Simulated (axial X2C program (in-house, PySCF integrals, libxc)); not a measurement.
## Photoelectron levels of HBr by EOM-IP-CCSD

Calculated with an axial X2C code built on PySCF integrals: two-component X2C with atomic mean-field Coulomb and Gaunt terms, Gaussian nuclei, basis Br dyall-cv3z, H dyall-v3z with contracted cores.

R = 1.632 Å (1.150 times 1.419 Å, the PBE0 minimum at charge 0 for the lowest determinant).

Vertical ionisation energies of HBr to the states of HBr⁺:

```
Ω of HBr⁺  vertical IE (eV)  above lowest (cm⁻¹)       ionised spinor  one-hole weight
      3/2            11.313                    0            97% Br pπ             0.95
      1/2            11.630                 2557            97% Br pπ             0.95
      1/2            14.852                28545  58% Br pσ, 33% H sσ             0.95
```

(1) Take the first Ω = 1/2 and Ω = 3/2 rows of π character: how far apart are they, and which lies lower?

This point took 2.6 s on 1 thread of Intel(R) Xeon(R) Platinum 8124M CPU @ 3.00GHz (Skylake/Cascade Lake), on a shared host.

Reference electrons by ω block (each with its −ω partner): 1/2: 12, 3/2: 5, 5/2: 1. 8 electrons of HBr correlated (inner shells frozen), 74 natural virtual spinors (a truncated set); levels can be off by some tenths of an eV. Roots sought by Ω: (1/2: 4, 3/2: 3, 5/2: 1); rows need 60 % one-particle weight and stop where some Ω has no more roots. Missing are any skipped roots, higher Ω and states of a further excitation; these come out far too high here and may in truth be low or lowest. T1 of the reference 0.007 (Lee–Taylor). Number of frozen shells: Br 3 s, 2 p, 1 d; H none.

Results:

(1) E(3/2) − E(1/2) = 0 − 2557 = -2557 cm⁻¹ at EOM-IP-CCSD: inverted, Ω = 3/2 lower. Splittings at this level can be off by ten to twenty per cent.
